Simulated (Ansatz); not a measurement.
Reaction (formal exchange of groups at the Sn–O bond): `[OH][SnH]([F])[F]` + `C/N=C(/O)C#N` → `N#[C][SnH]([F])[F]` + `CN=C(O)O`

Program: Ansatz. Geometries: PBE0-D4/def2-TZVP. ΔE: electronic, gas phase. CCSD(T)/CBS adds triple-zeta CCSD(T) − MP2 to the extrapolated MP2 energy (def2 sets, frozen cores). Functionals use def2-TZVPP. B3LYP here is the variant with VWN-RPA as its local correlation; programs differ in this. Elements past krypton have def2 core potentials. For Sn outer-core shells are correlated without core-valence functions, which leaves a few kJ/mol of doubt a bond. One conformer a species, not always the lowest.

```tsv
level	ΔE (kcal/mol)	difference from CCSD(T)/CBS
PBE-D4	8.9	1.3
B3LYP-D4	8.3	0.7
ωB97X-V	5.3	-2.3
B2PLYP	8.0	0.4
PBE	8.7	1.1
r2SCAN	7.7	0.1
MP2/def2-TZVPP	7.8	0.2
CCSD/def2-TZVPP	5.1	-2.5
MP2/def2-QZVPP	8.8	1.2
CCSD/CBS(def2)	6.8	-0.8
CCSD(T)/CBS	7.6	0
```

Largest T1 diagnostic among the species: 0.015.

In def2-TZVPP, CCSD(T) changes the Hartree–Fock value by +4.1 kcal/mol (the triples alone add +0.8 kcal/mol) and MP2 by +5.9 kcal/mol. From PBE to PBE0 (25 % exact exchange), in def2-TZVPP and without D4, ΔE moves by −2.6 kcal/mol.
